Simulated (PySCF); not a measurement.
**Interval between two levels of Ru²⁺ by level of theory**

Ru²⁺ [Kr] 4d6 [5D4, M_J = 4] → Ru²⁺ [Kr] 4d5 5p1 [7P4, M_J = 4], as a difference of total energies. Computed with PySCF 2.14 in x2c-SVPall-2c with one added diffuse shell each of s, p, d type (7s9p7d1f, 76 functions), with the two-component X2C-1e Hamiltonian. Correlated levels: [Ar] 3d10 frozen; the 6 highest virtual spinors dropped. "Screened" scales the spin-orbit matrix elements by Boettger's factors to mimic the two-electron term; Breit and QED terms are absent.

```csv
method,interval between two levels (cm⁻¹)
GHF (spin-free),68268
GMP2 (spin-free),72264
GHF (screened spin-orbit),70219
GMP2 (screened spin-orbit),74367
```

The labels give the starting determinants; with spin-orbit coupling the two ends relaxed to ⟨J²⟩ = 20.01, ⟨L²⟩ = 6.08, ⟨S²⟩ = 5.97 and ⟨J²⟩ = 20.00, ⟨L²⟩ = 2.04, ⟨S²⟩ = 11.97.
